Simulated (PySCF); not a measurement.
Species: C₄H₈FOSi (doublet state).
Structure used (GFN2-xTB), in Å, numbered top down from 1:
```
atom  x, y, z in Å
O1     2.4352   -0.2629   -0.9607
C2     1.5679   -0.2446    0.1046
C3     0.6955    0.9112    0.4935
C4    -0.4660   -0.1014    0.6642
Si5   -1.9489    0.1603   -0.4815
F6    -2.6661    1.5352   -0.0340
C7     0.4770   -1.2601    0.2608
H8     2.7862    0.6226   -1.1045
H9     0.5544    1.6714   -0.2836
H10    0.9799    1.4254    1.4144
H11   -0.7822   -0.1791    1.7063
H12   -2.9556   -0.8780   -0.3245
H13   -1.5423    0.4023   -1.8585
H14    0.6418   -2.0044    1.0416
H15    0.2188   -1.7901   -0.6600
```

The hyperfine couplings belong to this conformer and change with its torsions.

Identity: `O[C]1CC([SiH2]F)C1` [radical].

Computed with PySCF, UKS B3LYP, pcH-1 on C F H O Si, non-relativistic, mean-field spin-orbit, GIAO. The structure is a single GFN2-xTB conformer in the gas phase; no vibrational or solvent corrections. A GFN2-xTB geometry isn't a minimum of the functional, and hyperfine couplings can be far from their values at a DFT geometry. Stability of the SCF solution: not tested.

Principal values of hyperfine tensors in MHz (contact, dipolar and spin–orbit terms together), for some of the nuclei:

```json
{"atom": "C2", "isotope": "13C", "A1": "135.84", "A2": "138.45", "A3": "357.53"}
{"atom": "H10", "isotope": "1H", "A1": "73.94", "A2": "75.77", "A3": "90.68"}
{"atom": "H14", "isotope": "1H", "A1": "72.01", "A2": "73.73", "A3": "88.44"}
{"atom": "H15", "isotope": "1H", "A1": "49.65", "A2": "51.61", "A3": "61.60"}
{"atom": "O1", "isotope": "17O", "A1": "-83.93", "A2": "3.98", "A3": "6.53"}
{"atom": "C4", "isotope": "13C", "A1": "17.02", "A2": "17.14", "A3": "23.90"}
{"atom": "H8", "isotope": "1H", "A1": "-23.68", "A2": "-19.72", "A3": "10.07"}
{"atom": "C7", "isotope": "13C", "A1": "-12.21", "A2": "-9.55", "A3": "-2.36"}
```

Give the isotropic coupling of each nucleus in MHz and in mT (g = 2.0031), and the anisotropic part.

a_iso = (A1 + A2 + A3)/3, Ti = Ai − a_iso; 1 mT corresponds to 28.036 MHz.

| atom | a_iso (MHz) | a_iso (mT) | T1 | T2 | T3 |
| --- | --- | --- | --- | --- | --- |
| C2 | 210.61 | 7.512 | -74.76 | -72.16 | 146.92 |
| H10 | 80.13 | 2.858 | -6.19 | -4.36 | 10.55 |
| H14 | 78.06 | 2.784 | -6.05 | -4.33 | 10.38 |
| H15 | 54.29 | 1.936 | -4.64 | -2.67 | 7.31 |
| O1 | -24.47 | -0.873 | -59.46 | 28.46 | 31.00 |
| C4 | 19.35 | 0.690 | -2.34 | -2.21 | 4.55 |
| H8 | -11.11 | -0.396 | -12.57 | -8.61 | 21.18 |
| C7 | -8.04 | -0.287 | -4.17 | -1.51 | 5.68 |

What spin density at the nucleus of C2 lies behind its contact coupling (g_N = 1.40482)?

a_FC = 800.24 MHz bohr³ × g_N × ρ(0)/(2S). With a_FC = 210.62 MHz and 2S = 1, ρ(0) = 0.1874 bohr⁻³.

H9 (1H, g_N = 5.58569) isn't in the table. Its spin density at the nucleus is 0.01262 bohr⁻³. What is its contact coupling?

By the same relation, a_FC = 56.4 MHz. Its full tensor has the principal values 51.74, 53.83, 63.69 MHz.

Which nucleus of the table has the largest anisotropic coupling, and what is its form?

C2: -74.8, -72.2, 146.9 MHz (the dipolar term alone has -74.6, -72.3, 146.9), axial, in the ratio −1:−1:+2, the form that spin in one p orbital centred on that nucleus gives.

What first-order splitting does H10 cause when the field lies along A1, A2 or A3 of its tensor (g taken as isotropic, no quadrupole term)?

2 lines (I = 1/2), spaced by |A_i|/(g × 13.996): 2.64, 2.70, 3.23 mT along the axes of A1, A2 and A3.

The run took 73 s wall (grids of density and orbitals included) on Arm Neoverse V1, one thread, no GPU, shared host with 32 logical CPUs at a one-minute load of 15, and the process peaked at 0.96 GiB of memory.
